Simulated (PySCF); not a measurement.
1-methylcyclopentene (C6H10), SMILES C1=C(C)CCC1. Atoms are numbered in the order given.

```xyz
16

C      2.2289     0.2947    -0.0411
C      0.7437     0.1555    -0.0446
C     -0.1693     1.0901    -0.3668
C     -1.5761     0.5541    -0.3200
C     -1.4117    -0.7706     0.4567
C      0.0674    -1.1615     0.2714
H      2.5469     1.3084    -0.3264
H      2.6477     0.0683     0.9555
H      2.6947    -0.4220    -0.7411
H      0.0759     2.1097    -0.6824
H     -1.9596     0.3837    -1.3465
H     -2.2936     1.2423     0.1602
H     -2.1148    -1.5547     0.1348
H     -1.6011    -0.5832     1.5270
H      0.4964    -1.6614     1.1583
H      0.2102    -1.8657    -0.5735
```
Charge 0, spin multiplicity 1.

Coordinates come from a r2SCAN-D4/def2-SVP optimisation. One conformer was computed; it need not be the lowest.

The numbers are results of PBE/def2-TZVP in PySCF, not measurements.

ESP charges are fitted to the potential on shells at 1.4 to 2.0 van der Waals radii. Atomic charges (e):

```csv
atom,ESP fit,IAO,Mulliken
C1,-0.80,?,-0.37
C2,0.36,0.01,0.03
C3,-0.36,-0.18,-0.19
C4,-0.03,-0.27,-0.13
C5,-0.20,?,-0.19
C6,-0.08,?,-0.15
H7,0.21,0.15,0.12
H8,0.20,0.15,0.12
H9,0.20,0.15,0.12
H10,0.15,0.14,0.09
H11,0.06,0.14,0.09
H12,0.05,0.14,0.10
H13,0.06,?,0.10
H14,0.08,?,0.09
H15,0.04,?,0.10
H16,0.05,?,0.08
```

Question: What belongs in the gaps? (Estimate from the structure and the level; the computed values follow.)

Answer: 
- C1, IAO: -0.43
- C5, IAO: -0.26
- C6, IAO: -0.27
- H13, IAO: 0.14
- H14, IAO: 0.14
- H15, IAO: 0.14
- H16, IAO: 0.13

Question: Give the Mayer and Wiberg (Löwdin basis) orders of the bonds. (An estimate is asked for; the answer gives what the named calculation found.)

Answer: 
| bond | Mayer | Wiberg |
|---|---|---|
| C1–C2 | 0.98 | 1.27 |
| C2–C3 | 1.83 | 1.86 |
| C3–C4 | 1.02 | 1.21 |
| C4–C5 | 1.04 | 1.18 |
| C2–C6 | 1.01 | 1.13 |
| C5–C6 | 1.04 | 1.18 |
| C1–H7 | 0.98 | 0.89 |
| C1–H8 | 0.96 | 0.89 |
| C1–H9 | 0.95 | 0.88 |
| C3–H10 | 0.96 | 0.84 |
| C4–H11 | 0.92 | 0.84 |
| C4–H12 | 0.95 | 0.85 |
| C5–H13 | 0.96 | 0.86 |
| C5–H14 | 0.95 | 0.85 |
| C6–H15 | 0.95 | 0.85 |
| C6–H16 | 0.91 | 0.84 |
